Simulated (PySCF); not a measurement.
**Bonding in `CCOCCC[SiH3]`**

C5H14OSi.
SMILES with atom numbers: `[CH3:1][CH2:2][O:3][CH2:4][CH2:5][CH2:6][SiH3:7]` (hydrogens: H8, H9, H10 on C1; H11, H12 on C2; H13, H14 on C4; H15, H16 on C5; H17, H18 on C6; H19, H20, H21 on Si7)

Structure used (GFN2-xTB), in Å, numbered top down from 1:
```
atom  x, y, z in Å
C1    -2.9473    0.6048    1.0047
C2    -2.1065   -0.3786    0.2071
O3    -0.9689    0.2905   -0.2809
C4    -0.1184   -0.5347   -1.0374
C5     1.0936    0.2708   -1.4875
C6     1.8909    0.8306   -0.3120
Si7    2.6280   -0.4802    0.8513
H8    -2.3632    1.0048    1.8287
H9    -3.8292    0.1068    1.3977
H10   -3.2556    1.4292    0.3677
H11   -1.7990   -1.2253    0.8434
H12   -2.6907   -0.7874   -0.6342
H13    0.2058   -1.3970   -0.4321
H14   -0.6599   -0.9266   -1.9155
H15    0.7412    1.0948   -2.1132
H16    1.7257   -0.3761   -2.0998
H17    1.2377    1.4942    0.2556
H18    2.6953    1.4523   -0.7115
H19    3.2134   -1.5666    0.0579
H20    1.6214   -1.0392    1.7566
H21    3.6768    0.1498    1.6573
```

Bond orders from the PBE0/pcSseg-1 density (PySCF). Geometry: GFN2-xTB, one conformer, isolated molecule.

Task: How far do the computed orders between heavy atoms stray from the drawn ones?

Result: The largest departure is 0.085, at O3–C4 (drawn single, 0.915) and C2–O3 (drawn single, 0.917).

Task: Give the Mayer order of every bond, beside its length.

Result: 
```json
{"bond": "C1–C2", "drawn as": "single", "length (Å)": "1.520", "Mayer order": "1.072"}
{"bond": "C2–O3", "drawn as": "single", "length (Å)": "1.407", "Mayer order": "0.917"}
{"bond": "O3–C4", "drawn as": "single", "length (Å)": "1.406", "Mayer order": "0.915"}
{"bond": "C4–C5", "drawn as": "single", "length (Å)": "1.523", "Mayer order": "1.052"}
{"bond": "C5–C6", "drawn as": "single", "length (Å)": "1.527", "Mayer order": "1.038"}
{"bond": "C6–Si7", "drawn as": "single", "length (Å)": "1.901", "Mayer order": "0.922"}
{"bond": "C1–H8", "drawn as": "single", "length (Å)": "1.086", "Mayer order": "0.965"}
{"bond": "C1–H9", "drawn as": "single", "length (Å)": "1.086", "Mayer order": "0.961"}
{"bond": "C1–H10", "drawn as": "single", "length (Å)": "1.086", "Mayer order": "0.965"}
{"bond": "C2–H11", "drawn as": "single", "length (Å)": "1.103", "Mayer order": "0.940"}
{"bond": "C2–H12", "drawn as": "single", "length (Å)": "1.103", "Mayer order": "0.942"}
{"bond": "C4–H13", "drawn as": "single", "length (Å)": "1.102", "Mayer order": "0.925"}
{"bond": "C4–H14", "drawn as": "single", "length (Å)": "1.104", "Mayer order": "0.947"}
{"bond": "C5–H15", "drawn as": "single", "length (Å)": "1.093", "Mayer order": "0.946"}
{"bond": "C5–H16", "drawn as": "single", "length (Å)": "1.092", "Mayer order": "0.947"}
{"bond": "C6–H17", "drawn as": "single", "length (Å)": "1.090", "Mayer order": "0.938"}
{"bond": "C6–H18", "drawn as": "single", "length (Å)": "1.092", "Mayer order": "0.949"}
{"bond": "Si7–H19", "drawn as": "single", "length (Å)": "1.467", "Mayer order": "0.943"}
{"bond": "Si7–H20", "drawn as": "single", "length (Å)": "1.465", "Mayer order": "0.942"}
{"bond": "Si7–H21", "drawn as": "single", "length (Å)": "1.465", "Mayer order": "0.952"}
```

Bonds between the same two heavy elements. C–C: lowest C5–C6 (1.038, 1.527 Å), highest C1–C2 (1.072, 1.520 Å). C–O: all 2 within 0.02 of one another (0.915 to 0.917).

Task: Sum the orders of all bonds at each heavy atom with more than one neighbour and set the sums beside the valence in the SMILES.

Result: C1 3.963 (drawn 4), C2 3.871 (drawn 4), O3 1.832 (drawn 2), C4 3.839 (drawn 4), C5 3.983 (drawn 4), C6 3.847 (drawn 4), Si7 3.759 (drawn 4). Orders between atoms that aren't bonded are not in these sums.

For a closed shell the Mayer order of atoms A and B is Σ (PS)μν (PS)νμ over the basis functions μ on A and ν on B, with P the density and S the overlap matrix.
